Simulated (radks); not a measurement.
Values are calculated unless marked as measured or tabulated.
Ca9+, configuration [Ne] 3s1.

Level of theory: scalar-relativistic Kohn-Sham, exchange-only LDA, spin-polarised, spherical densities, point nucleus; open shells are filled with parallel spins first (a radial shooting solver on a logarithmic mesh with Libxc functionals).

Energy parts (eV):
part                  energy
total             -17646.950
kinetic            17788.507
electron-nucleus  -39732.712
Hartree             5058.870
exchange            -761.615

Orbitals (lengths in bohr, moments of r in powers of bohr; r(max) is where P^2 peaks):
orbital,occ.,eigenvalue (eV),r(max),<r^4>,<r>,<1/r>
1s up,1,-4141.238,0.05039,0.0001634,0.07698,19.70
1s down,1,-4140.619,0.05039,0.0001634,0.07698,19.70
2s up,1,-602.8447,0.2989,0.04182,0.3615,4.079
2s down,1,-602.0034,0.2990,0.04133,0.3609,4.084
2p up,3,-526.0668,0.2443,0.03396,0.3231,3.994
2p down,3,-525.2773,0.2443,0.03344,0.3225,3.999
3s up,1,-201.2140,0.9022,1.736,0.9770,1.463
3s down,0,-193.7353,0.8944,1.745,0.9745,1.473

The highest occupied level is 3s up at -201.21 eV. Spin moment in Bohr magnetons: 1. For comparison, the ionisation energy in NIST's Atomic Spectra Database is 211.28 eV (semi-empirical). In exact Kohn-Sham theory the highest level is minus the ionisation energy, but local and semilocal functionals leave it too shallow, through self-interaction and a potential that decays too fast; potentials with the right tail come closer. Summed over all electrons, <r^2> = 2.179 bohr^2, which gives a Langevin (diamagnetic) susceptibility term of -1.73 x 10^-6 cm^3/mol. The density falls to 0.001 e/bohr^3 at r = 1.93 bohr.
